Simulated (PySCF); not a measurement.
# Bonding in `C[S@@](=O)CCC(C)(C)C`

Compound: C7H16OS.
Numbering: `[CH3:1][S@@:2](=[O:3])[CH2:4][CH2:5][C:6]([CH3:7])([CH3:8])[CH3:9]` (hydrogens: H10, H11, H12 on C1; H13, H14 on C4; H15, H16 on C5; H17, H18, H19 on C7; H20, H21, H22 on C8; H23, H24, H25 on C9)

Geometry (GFN2-xTB, Å), atoms numbered from 1 in this order:
```
atom  x, y, z in Å
C1     3.8998    0.2321   -0.1510
S2     2.6054   -1.0638   -0.4246
O3     2.6497   -1.9349    0.7499
C4     1.1663    0.0823   -0.1503
C5    -0.1012   -0.7500   -0.2383
C6    -1.4230    0.0096   -0.0167
C7    -2.5661   -0.9995   -0.1659
C8    -1.4757    0.6154    1.3874
C9    -1.5941    1.1139   -1.0627
H10    3.8070    0.9833   -0.9265
H11    4.8670   -0.2550   -0.2184
H12    3.7782    0.6679    0.8341
H13    1.2179    0.8394   -0.9288
H14    1.2844    0.5329    0.8324
H15   -0.0252   -1.5471    0.5052
H16   -0.1341   -1.2237   -1.2233
H17   -2.5576   -1.4435   -1.1589
H18   -3.5276   -0.5132   -0.0166
H19   -2.4682   -1.7977    0.5662
H20   -1.2791   -0.1453    2.1394
H21   -2.4611    1.0356    1.5764
H22   -0.7453    1.4128    1.5011
H23   -1.4919    0.7091   -2.0674
H24   -2.5808    1.5629   -0.9743
H25   -0.8558    1.9007   -0.9282
```

Bond orders from the PBE0/pcSseg-1 density (PySCF). Geometry: GFN2-xTB, one conformer, isolated molecule.

Problem. How far do the computed orders between heavy atoms stray from the drawn ones?

Solution. The largest departure is 0.463, at S2–O3 (drawn double, 1.537). Drawn double or triple, more than 0.30 short of the drawn order: S2–O3 (1.537).

Problem. Set the Mayer orders of the bonds between heavy atoms beside their lengths.

Solution. 
```json
{"bond": "C1–S2", "drawn as": "single", "length (Å)": "1.852", "Mayer order": "0.897"}
{"bond": "S2–O3", "drawn as": "double", "length (Å)": "1.463", "Mayer order": "1.537"}
{"bond": "S2–C4", "drawn as": "single", "length (Å)": "1.860", "Mayer order": "0.883"}
{"bond": "C4–C5", "drawn as": "single", "length (Å)": "1.519", "Mayer order": "1.019"}
{"bond": "C5–C6", "drawn as": "single", "length (Å)": "1.541", "Mayer order": "0.994"}
{"bond": "C6–C7", "drawn as": "single", "length (Å)": "1.532", "Mayer order": "1.036"}
{"bond": "C6–C8", "drawn as": "single", "length (Å)": "1.530", "Mayer order": "1.006"}
{"bond": "C6–C9", "drawn as": "single", "length (Å)": "1.531", "Mayer order": "1.003"}
```

By pair of heavy elements: C–S: all 2 within 0.02 of one another (0.883 to 0.897). C–C: lowest C5–C6 (0.994, 1.541 Å), highest C6–C7 (1.036, 1.532 Å).

Problem. And the bonds to hydrogen?

Solution. C–H: 0.92 to 0.96 (16 bonds).

Problem. Sum the orders of all bonds at each heavy atom with more than one neighbour and set the sums beside the valence in the SMILES.

Solution. C1 3.743 (drawn 4), S2 3.317 (drawn 4), C4 3.748 (drawn 4), C5 3.888 (drawn 4), C6 4.039 (drawn 4), C7 3.921 (drawn 4), C8 3.893 (drawn 4), C9 3.893 (drawn 4). Orders between atoms that aren't bonded are not in these sums.

Mayer orders depend on the basis set.
